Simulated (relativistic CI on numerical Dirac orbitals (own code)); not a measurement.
## Spin-allowed bands of a d2 ion in an octahedral site, by hand

Problem. Take Δ = 29900 cm⁻¹ and B = 590 cm⁻¹ for a d2 ion in an octahedral site. Calculate the three spin-allowed bands.

Working.
1. The terms of highest spin are 3F (energy 0) and 3P (15B = 8850 cm⁻¹). Here the F term splits into A2 at +1.2Δ = 35880, T2 at +0.2Δ = 5980 and T1 at −0.6Δ = -17940 cm⁻¹.
2. The two T1 states mix through the element 0.4Δ: H = [[-17940, 11960], [11960, 8850]], with roots ½(H₁₁ + H₂₂) ∓ ½√[(H₂₂ − H₁₁)² + 4H₁₂²] = ½(-9090) ∓ ½(35915) = -22502 and 13412 cm⁻¹.
3. The ground term is 3T1 at -22502 cm⁻¹.
4. Bands: 3T2 28482 cm⁻¹ (351 nm), 3T1(P) 35915 cm⁻¹ (278 nm), 3A2 58382 cm⁻¹ (171 nm).

Check. Exact diagonalisation of the whole d2 shell with these parameters gives 3T2 28482, 3T1 35915, 3A2 58382 cm⁻¹. The match is exact, since without spin-orbit coupling no other term has this spin. The ratio of the second band to the first, 1.261, depends on Δ/B = 50.7 alone, which is how a Tanabe-Sugano diagram is read.
